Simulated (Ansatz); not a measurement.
Problem. Name a neutral molecule of B, C, N and H with vertical ionisation energy (CCSD(T)/CBS(def2)) between 9.60 and 9.90 eV and HOMO energy (ωB97M-V/def2-TZVPP) between -9.55 and -9.25 eV (Ansatz, PBE0-D4/def2-TZVP geometry).

Solution. `CB1C=N1` (9.72 eV, -9.41 eV); `CC1=NB1` (9.74 eV, -9.50 eV); `N=C1BN1` (9.81 eV, -9.45 eV). Other molecules can fit too; these were computed, each in one conformer that needn't be the lowest.
